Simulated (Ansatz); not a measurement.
```xyz
11

B    -0.713   -1.896   -0.788
Al    0.131   -0.118    0.028
C    -0.799    1.606    0.049
N     1.762   -0.186    0.730
H    -0.590   -2.213   -1.941
H    -1.381   -2.661   -0.147
H    -0.200    2.393    0.515
H    -1.049    1.936   -0.965
H    -1.745    1.542    0.597
H     2.239    0.602    1.138
H     2.346   -1.004    0.783
```

The species carries charge 0 and has multiplicity 1.

Q: List the r2SCAN/def2-TZVPP orbital energies in eV (Ansatz 0.2.0). (Estimate.)

A: The calculation gave: Occupied: -1515.91, -384.31, -272.06, -180.42, -109.47, -69.82, -69.60, -69.58, -21.32, -17.35, -12.55, -11.86, -10.41, -9.68, -9.68, -8.42, -7.65, -6.18, -6.15. Lowest empty: -2.78, -0.38, 0.42, 1.82, 2.30, 2.55, 2.98, 3.02.
